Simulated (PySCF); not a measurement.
From computed data to an observable: chemical shift, span and skew from a shielding tensor

C3H5ClOSi, SMILES C1[Si@@H](Cl)COC=1. Atoms are numbered in the order given.

```xyz
11

Cl    -1.9497    -0.7383     0.6601
Si    -0.3650    -0.2808    -0.6252
C      1.2691    -0.9546    -0.1274
C      2.0378     0.0948     0.2453
O      1.6087     1.3691     0.1809
C      0.2788     1.5039    -0.3708
H     -0.8745    -0.5644    -1.9902
H      1.6435    -1.9747    -0.0495
H      3.0607     0.0358     0.6322
H     -0.3200     2.1077     0.3277
H      0.3630     2.0609    -1.3190
```
Charge 0, spin multiplicity 1.

Coordinates come from a B3LYP-D3(BJ)/def2-SVP optimisation. The structure was generated by enumeration; whether it is a known compound was not checked. Other conformers were not sampled.

GIAO shieldings from PBE/pcSseg-1 run with PySCF, non-relativistic, no solvent. The symmetric part of the tensor of C3 has the principal values -9.2, 107.1, 161.3 ppm. The same nucleus in TMS has σ = 182.0 ppm at this level (PySCF, at its B3LYP-D3(BJ)/def2-TZVP geometry). Without spin–orbit terms, shifts of atoms bonded to Cl or Br come out too high.

Q: Work out the isotropic shielding, the ¹³C shift against TMS, the span and the skew.

A: 
σ(iso) = (σ11 + σ22 + σ33)/3 = 86.4 ppm. δ = σ(ref) − σ(iso) = 182.0 − (86.4) = 95.6 ppm.
Span Ω = σ33 − σ11 = 170.5 ppm. Skew κ = 3(σ(iso) − σ22)/Ω = -0.36. Tumbling in solution averages the tensor to δ; in a static solid the shielding alone would spread this spin-1/2 line over Ω.
